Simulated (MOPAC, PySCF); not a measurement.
H$_{2}$GeO, SMILES `[GeH2]=[O]`, neutral singlet in the gas phase. 

Cartesian coordinates (Å):
```xyz
4

O      1.6402    -0.1908     0.0015
Ge     0.0137    -0.0016    -0.0003
H     -0.6782     1.3749     0.0055
H     -0.9757    -1.1824    -0.0066
```
Charge 0, spin multiplicity 1.

All levels are single points at this geometry (r2SCAN-D4/def2-TZVP); Pople sets use spherical d functions. Orbital energies aren't observables, and empty levels follow the basis.

AM1 in MOPAC gives HOMO (eV) = -10.44.

Q: Estimate the HOMO (eV) from each of these levels: PBE-D3(BJ)/def2-TZVP in PySCF; r2SCAN-D4/def2-TZVP in PySCF; B3LYP/3-21G in PySCF; B3LYP/LANL2DZ in PySCF; HF/6-31G* in PySCF.

A: 
```csv
level,HOMO (eV)
PBE-D3(BJ)/def2-TZVP in PySCF,-6.25
r2SCAN-D4/def2-TZVP in PySCF,-6.57
B3LYP/3-21G in PySCF,-7.07
B3LYP/LANL2DZ in PySCF,-7.53
HF/6-31G* in PySCF,-11.47
```
